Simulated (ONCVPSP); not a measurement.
LDA (Perdew-Zunger) ONCV dataset for Mg (Z = 12), scalar-relativistic all-electron reference.

The input file (ONCVPSP 4.0.1):

```
# ATOM AND REFERENCE CONFIGURATION
# atsym  z   nc   nv     iexc    psfile
  Mg 12.00    1    3        3      upf
#
#   n    l    f
    1    0    2.00
    2    0    2.00
    2    1    6.00
    3    0    2.00
#
# PSEUDOPOTENTIAL AND OPTIMIZATION
# lmax
    2
#
#   l,   rc,      ep,       ncon, nbas, qcut
    0    1.10    0.00    4    9   11.30
    1    0.60    0.00    5    9   13.80
    2    1.00    0.30    3    7    8.60
#
# LOCAL POTENTIAL
# lloc, lpopt,  rc(5),   dvloc0
    4    5    0.60    6.00
#
# VANDERBILT-KLEINMAN-BYLANDER PROJECTORs
# l, nproj, debl
    0    2    0.60
    1    2    3.40
    2    2    2.80
#
# MODEL CORE CHARGE
# icmod, fcfact, rcfact
    3    5.00    1.20
#
# LOG DERIVATIVE ANALYSIS
# epsh1, epsh2, depsh
   -4.00    5.00    0.02
#
# OUTPUT GRID
# rlmax, drl
    6.00    0.01
#
# TEST CONFIGURATIONS
# ncnf
    4
# nvcnf
#   n    l    f
    3
    2    0    2.00
    2    1    6.00
    3    0    1.00
#
    3
    2    0    2.00
    2    1    6.00
    3    0    0.00
#
    3
    2    0    2.00
    2    1    6.00
    3    0    1.50
#
    3
    2    0    1.00
    2    1    6.00
    3    0    2.00
#
```

Command:

```bash
oncvpsp.x < Mg.dat > Mg.out
```

Resulting log (shortened: citation, most of the input echo, consistency checks and plot data are left out):

```
ONCVPSP  (Optimized Norm-Conservinng Vanderbilt PSeudopotential)
scalar-relativistic version 4.0.1

#   n    l    f        energy (Ha)
    1    0    2.00    -4.6062692E+01
    2    0    2.00    -2.9136483E+00
    2    1    6.00    -1.7167267E+00
    3    0    2.00    -1.7593428E-01

Reference configufation results
  iterations    25
  all-electron total energy (Ha)   -1.99453654D+02

Begin loop to  construct optimized pseudo wave functions
and semi-local pseudopoentials for all angular momenta

Calculating optimized projector #   1

 for l=   0

    Fraction of norm inside rc  0.893728
    Optimizing pswf for qcut=  11.31 a_B^-1,  ecut=  63.91 Ha
    Residual kinetic energy error=  3.14D-07 Ha

    Energy error per electron        Cutoff
         Ha          eV             Ha
         0.01000     0.27211       14.80
         0.00100     0.02721       20.96
         0.00010     0.00272       43.59
         0.00001     0.00027       52.69

Calculating optimized projector #   2

 for l=   0

    Fraction of norm inside rc  0.025300
    Optimizing pswf for qcut=  11.31 a_B^-1,  ecut=  63.91 Ha
    Residual kinetic energy error=  1.56D-07 Ha

    Energy error per electron        Cutoff
         Ha          eV             Ha
         0.01000     0.27211        9.35
         0.00100     0.02721       14.62
         0.00010     0.00272       34.14
         0.00001     0.00027       48.18

   Wellstate for l =  1  n =  4
     eigenvalue =   1.6833
     asymptotic potential =   2.1833
     half-point radius =  3.0990

Calculating optimized projector #   1

 for l=   1

    Fraction of norm inside rc  0.480464
    Optimizing pswf for qcut=  13.79 a_B^-1,  ecut=  95.10 Ha
    Residual kinetic energy error=  2.77D-02 Ha

    Energy error per electron        Cutoff
         Ha          eV             Ha
         0.01000     0.27211      172.09
         0.00100     0.02721      630.69
         0.00010     0.00272      737.60
         0.00001     0.00027      806.50

Calculating optimized projector #   2

 for l=   1

    Fraction of norm inside rc  0.036173
    Optimizing pswf for qcut=  13.79 a_B^-1,  ecut=  95.10 Ha
    Residual kinetic energy error=  3.76D-03 Ha

    Energy error per electron        Cutoff
         Ha          eV             Ha
         0.01000     0.27211       80.79
         0.00100     0.02721      116.05
         0.00010     0.00272      370.65
         0.00001     0.00027      884.41

   Wellstate for l =  2  n =  3
     eigenvalue =   0.3000
     asymptotic potential =   0.8000
     half-point radius =  5.5643

   Wellstate for l =  2  n =  4
     eigenvalue =   3.1000
     asymptotic potential =   3.6000
     half-point radius =  2.3935

Calculating optimized projector #   1

 for l=   2

    Fraction of norm inside rc  0.004681
    Optimizing pswf for qcut=   8.62 a_B^-1,  ecut=  37.15 Ha
    Residual kinetic energy error=  9.18D-06 Ha

    Energy error per electron        Cutoff
         Ha          eV             Ha
         0.01000     0.27211        3.82
         0.00100     0.02721       12.71
         0.00010     0.00272       25.17
         0.00001     0.00027       36.78

Calculating optimized projector #   2

 for l=   2

    Fraction of norm inside rc  0.107670
    Optimizing pswf for qcut=   8.62 a_B^-1,  ecut=  37.15 Ha
    Residual kinetic energy error=  7.69D-04 Ha

    Energy error per electron        Cutoff
         Ha          eV             Ha
         0.01000     0.27211       23.97
         0.00100     0.02721       35.90
         0.00010     0.00272       61.90
         0.00001     0.00027      153.02

Construct Vanderbilt / Kleinmman-Bylander projectors

B matrix Hermiticity error, ll=   0
   1   2    1.5680E-04

  Orthonormal projector coefficients  8.0783E+00  1.3912E+00

B matrix Hermiticity error, ll=   1
   1   2   -2.8298E-04

  Orthonormal projector coefficients -8.3511E+01 -1.5513E+01

B matrix Hermiticity error, ll=   2
   1   2    1.4873E-05

  Orthonormal projector coefficients -8.0916E+00 -1.6151E+00

Model core correction analysis
  based on d2Exc/dn_idn_j

d2excae - all-electron derivatives

   -6.686692D-02   -6.143102D-02   -3.278883D-03
   -6.143171D-02   -6.414709D-02   -3.890574D-03
   -3.278738D-03   -3.890123D-03   -3.602681D-02

d2excps - pseudofunction derivatives with no core correction

   -6.787004D-02   -6.681617D-02   -3.390204D-03
   -6.681633D-02   -6.847603D-02   -4.135548D-03
   -3.390077D-03   -4.135125D-03   -3.603426D-02

rms 2nd derivative error    2.941746E-03

rmatch, rhocmatch    0.2162   83.9519

Teter function model core charge with specified parameters

d2excps - pseudofunction derivatives with core correction

   -6.520698D-02   -6.501021D-02   -3.245915D-03
   -6.501026D-02   -6.691353D-02   -4.038609D-03
   -3.245749D-03   -4.038173D-03   -3.602643D-02

rms 2nd derivative error    2.001977E-03

Pseudoatom total energy  -63.395032

Diagnostic tests using Vanderbilt-Kleinman-Bylander pseudopotentials
  1 or more projectors used as specified by nproj input data

   l    rcore       rmatch      e in        delta e   norm test  slope test

   0   1.1004035   1.1338141  -2.9136483   0.0000011   1.0001212   1.0001211
   0   1.1004035   1.1338141  -0.1759343   0.0000038   1.0000468   1.0000394

   1   0.6013896   0.6196491  -1.7167267  -0.0000774   1.0001282   1.0001924
   1   0.6013896   0.6196491   1.6832733  -0.0000302   1.0003651   1.0003651

   2   1.0059635   1.0365068   0.3000000  -0.0002483   1.0000768   1.0000768
   2   1.0059635   1.0365068   3.1000000  -0.0001413   1.0001449   1.0001449

 Testing for bound ghosts
   n   l    E NL Schr. Eq   E Basis Diag.   E Cutoff

   1   0       -2.913647       -2.913576    288.55
   2   0       -0.175930        0.181511    288.55

   2   1       -1.716804       -1.637929   1089.35

 Testing for highly-localized positive-energy ghosts
       l    <radius>/rc     E Basis Diag.   E Cutoff

Test configuration 0

   n   l     f        eae           eps        diff
   1   0  2.0000  -46.06269233
   2   0  2.0000   -2.91364835   -2.91364725    1.09D-06
   2   1  6.0000   -1.71672669   -1.71680409   -7.74D-05
   3   0  2.0000   -0.17593428   -0.17593050    3.78D-06

    Total energies and differences
      AE_ref= -1.99453654D+02  AE_tst= -1.99453654D+02  dif=  0.00D+00
      PS_ref= -6.33950320D+01  PS_tst= -6.33950320D+01  dif=  2.13D-14
      PSP excitation error= -2.13D-14

Test configuration 1

   n   l     f        eae           eps        diff
   1   0  2.0000  -46.40272014
   2   0  2.0000   -3.24860302   -3.24875102   -1.48D-04
   2   1  6.0000   -2.05116349   -2.05139298   -2.29D-04
   3   0  1.0000   -0.42362319   -0.42362165    1.54D-06

    Total energies and differences
      AE_ref= -1.99453654D+02  AE_tst= -1.99156949D+02  dif=  2.97D-01
      PS_ref= -6.33950320D+01  PS_tst= -6.30983245D+01  dif=  2.97D-01
      PSP excitation error= -3.45D-06

Test configuration 2

   n   l     f        eae           eps        diff
   1   0  2.0000  -46.81802584
   2   0  2.0000   -3.65467908   -3.65511357   -4.34D-04
   2   1  6.0000   -2.45595268   -2.45651521   -5.63D-04

    Total energies and differences
      AE_ref= -1.99453654D+02  AE_tst= -1.98603932D+02  dif=  8.50D-01
      PS_ref= -6.33950320D+01  PS_tst= -6.25452943D+01  dif=  8.50D-01
      PSP excitation error= -1.58D-05

Test configuration 3

   n   l     f        eae           eps        diff
   1   0  2.0000  -46.22203001
   2   0  2.0000   -3.07100820   -3.07106436   -5.62D-05
   2   1  6.0000   -1.87388458   -1.87402016   -1.36D-04
   3   0  1.5000   -0.29516746   -0.29516374    3.72D-06

    Total energies and differences
      AE_ref= -1.99453654D+02  AE_tst= -1.99336346D+02  dif=  1.17D-01
      PS_ref= -6.33950320D+01  PS_tst= -6.32777237D+01  dif=  1.17D-01
      PSP excitation error= -9.52D-07

Test configuration 4

   n   l     f        eae           eps        diff
   1   0  2.0000  -47.16081555
   2   0  1.0000   -3.78896270   -3.79764240   -8.68D-03
   2   1  6.0000   -2.59912321   -2.60576091   -6.64D-03
   3   0  2.0000   -0.52539582   -0.52573732   -3.41D-04

    Total energies and differences
      AE_ref= -1.99453654D+02  AE_tst= -1.96112834D+02  dif=  3.34D+00
      PS_ref= -6.33950320D+01  PS_tst= -6.00501337D+01  dif=  3.34D+00
      PSP excitation error= -4.08D-03
```

The run took about 3.6 s on one core of a shared server CPU.
